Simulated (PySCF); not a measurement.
**From computed data to an observable: entropy of an ideal gas**

Si(Cl)3(OH) (Cl3HOSi), SMILES [Si](O)(Cl)(Cl)Cl.

Coordinates come from a PBE0-D3(BJ)/def2-SVP optimisation. The values are those of a single conformer.

PBE0-D3(BJ)/def2-SVP (PySCF 2.14.0) gives the harmonic wavenumbers 118, 163, 194, 232, 271, 286, 466, 628, 632, 799, 966, 3923 cm⁻¹ and the rotational temperatures 0.0874, 0.0856, 0.0618 K. The molar mass is 151.44 g/mol, the symmetry number 1, the spin multiplicity 1.

Question: Work out the entropy at 298.15 K and 1 atm in the rigid-rotor, harmonic-oscillator model.

Answer: 
Translation (Sackur–Tetrode at 1 atm): S = R[1.5 ln M + 2.5 ln T − 1.16487] = 171.4 J/(mol K).
Rotation: q = (√π/σ) T^1.5/√(θA θB θC) = 424000, S = R[ln q + 3/2] = 120.2 J/(mol K).
Vibration: with u = 1.4388 ν/T, each mode gives R[u/(e^u − 1) − ln(1 − e^−u)]:
| ν (cm⁻¹) | modes | u | S (J/(mol K)) |
|---|---|---|---|
| 118 | 1 | 0.57 | 13.11 |
| 163 | 1 | 0.79 | 10.52 |
| 194 | 1 | 0.94 | 9.16 |
| 232 | 1 | 1.12 | 7.80 |
| 271 | 1 | 1.31 | 6.65 |
| 286 | 1 | 1.38 | 6.27 |
| 466 | 1 | 2.25 | 3.13 |
| 628 | 1 | 3.03 | 1.69 |
| 632 | 1 | 3.05 | 1.66 |
| 799 | 1 | 3.86 | 0.87 |
| 966 | 1 | 4.66 | 0.45 |
The stiffer modes add less than 0.005 each. Sum 61.3 J/(mol K).
Spin: R ln 1 = 0.0 J/(mol K).
Total 352.9 J/(mol K); the program's own thermochemistry gives 352.9. Translation makes up 49 % and vibration 17 %. Anharmonicity, hindered rotation and orbital degeneracy are left out.
